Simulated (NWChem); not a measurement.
# Si3H7, doublet; SMILES [SiH3][SiH][SiH3]

```xyz
10

Si     0.3622    -0.0035    -1.9923
Si    -0.8498     0.0688     0.0000
Si     0.3622    -0.0035     1.9923
H      0.9710    -1.3509    -2.2349
H      1.4615     1.0076    -1.9208
H     -0.5316     0.3264    -3.1447
H     -2.0473    -0.8319     0.0000
H      0.9710    -1.3509     2.2349
H     -0.5316     0.3264     3.1447
H      1.4615     1.0076     1.9208
```
Atoms are numbered in this order, from 1.

Computed with NWChem. Spin-unrestricted. In the optimisation the excess spin sits in a' (Cs, its own frame). The geometry was optimised at PBE0/def2-SVP, spin-unrestricted. No stability test was run on the SCF state.

Q: Estimate the computed values for UHF/def2-SVP. Quantities: highest occupied level (eV); lowest empty minus highest occupied level, either spin (eV); dipole (D).

A: The highest occupied level (eV) is -8.66, the lowest empty minus highest occupied level, either spin (eV) is 9.48 and the dipole (D) is 0.05.
